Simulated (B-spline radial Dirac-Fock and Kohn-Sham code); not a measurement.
**Anomalous scattering factors of Tl, 9.2517 keV to 66.47 keV**

These are calculated numbers from a radial atomic solver; the model is the dispersion relation over Dirac-Hartree-Slater subshell photoionisation cross sections, with the Kissel-Pratt high-energy constant (isolated atom, no bound-bound lines or fine structure). The forward scattering factor is f₀ + f′ + i f″.

Edges near this range: K 85530.0 eV, L1 15347.0 eV, L2 14698.0 eV, L3 12658.0 eV.

```csv
hν (eV),λ (Å),f′ (e),f″ (e),tabulated f′,tabulated f″
9251.7,1.340,-4.762,6.658,-4.83,6.47
12000,1.033,-8.059,4.401,-8.24,4.21
14060,0.8818,?,?,?,?
15000,0.8266,-7.332,10.652,-7.84,10.55
17479.3,0.7093,-2.793,9.713,-2.86,9.58
18130,0.6839,-2.311,9.173,-2.37,9.04
20360,0.6090,-1.339,7.633,-1.39,7.51
22162.9,0.5594,-0.948,6.660,-0.99,6.56
22920,0.5409,-0.842,6.308,-0.88,6.21
24209.8,0.5121,-0.714,5.771,-0.75,5.69
30000,0.4133,-0.559,4.052,-0.59,3.98
40000,0.3100,-0.784,2.496,-0.81,2.41
40710,0.3046,-0.805,2.422,-0.83,2.34
41330,0.3000,-0.824,2.360,-0.85,2.28
41800,0.2966,-0.838,2.315,-0.87,2.23
55330,0.2241,-1.262,1.428,-1.29,1.39
66470,0.1865,-1.647,1.037,-1.66,1.02
```

Question: What are f′ and f″ at 14060 eV?

Answer: f′ = -7.237 and f″ = 8.543 electrons (tables: -7.34 and 8.40). By the optical theorem f″ corresponds to a photoabsorption cross section 2 rₑ λ f″ = 42500 b.

Tabulated f′: xraylib 4.2 anomalous scattering factors (Cullen et al., EPDL97); f″: Chantler's tables (J. Phys. Chem. Ref. Data 1995 and 2000). Both are theoretical tables.
